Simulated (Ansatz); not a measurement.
Reaction (hydrogenolysis of the Al–O bond): `C[O][Al]([OH])[Br]` + H₂ → `C[O][AlH][Br]` + H₂O

Gas-phase electronic energies from Ansatz, PBE0-D4/def2-TZVP geometries. CCSD(T)/CBS adds triple-zeta CCSD(T) − MP2 to the extrapolated MP2 energy (def2 sets, frozen cores). This one scheme is used for every species. DFT in def2-TZVPP. B3LYP here is the variant with VWN-RPA as its local correlation; programs differ in this. HSE06 is defined as in plane-wave codes. For Br outer-core shells are correlated without core-valence functions, which leaves a few kJ/mol of doubt a bond. Scalar relativity is left out up to krypton. Each species was taken in one conformer, which may not be the lowest.

`C[O][Al]([OH])[Br]`:

Cartesian coordinates in Å:
```
C -0.151 1.559 0.696
O -0.457 0.533 -0.206
Al 0.079 -1.022 -0.477
O -0.611 -1.912 -1.725
Br 1.701 -1.897 0.816
H 0.640 1.274 1.400
H 0.181 2.446 0.149
H -1.042 1.826 1.270
H -0.340 -2.807 -1.923
```

H₂:

Cartesian coordinates in Å:
```
H -0.091 -0.332 -0.144
H 0.091 0.332 0.144
```

`C[O][AlH][Br]`:

Cartesian coordinates in Å:
```
C -1.168 -0.550 -0.133
O 0.011 -0.047 -0.694
Al 1.426 0.650 -0.137
Br 1.692 0.938 2.086
H -2.028 0.009 -0.513
H -1.293 -1.600 -0.414
H -1.169 -0.484 0.961
H 2.529 1.084 -1.157
```

H₂O:

Cartesian coordinates in Å:
```
O -0.035 0.335 0.194
H 0.097 -0.541 0.562
H -0.062 0.206 -0.756
```

Question: Is it downhill or uphill in electronic energy at CCSD(T)/CBS, and by how much? (Estimate.)

Answer: The calculation gave: Uphill: ΔE = +1.12 eV.

Question: What do these levels give: revPBE-D4, BLYP-D4, r2SCAN0-D4, B2PLYP, PBE-QIDH, BLYP, B3LYP, HSE06, HF/def2-SVP, MP2/def2-SVP, CCSD/def2-TZVPP, MP2/CBS(def2)? (Estimate.)

Answer: Computed: revPBE-D4 1.09, BLYP-D4 1.16, r2SCAN0-D4 1.16, B2PLYP 1.15, PBE-QIDH 1.11, BLYP 1.10, B3LYP 1.09, HSE06 1.03, HF/def2-SVP 0.96, MP2/def2-SVP 1.16, CCSD/def2-TZVPP 1.11, MP2/CBS(def2) 1.20 eV.

Largest T1 diagnostic among the species: 0.010.

In def2-TZVPP, CCSD(T) changes the Hartree–Fock value by +0.09 eV (the triples alone add +0.02 eV) and MP2 by +0.17 eV. Leaving LDA and LC-ωPBE aside and taking each functional with its dispersion term where it has one, the values, not all of them listed here, spread over 0.16 eV, from B97M-V to r2SCAN-D4. From r2SCAN to r2SCAN0 (25 % exact exchange), in def2-TZVPP and without D4, ΔE moves by −0.04 eV.
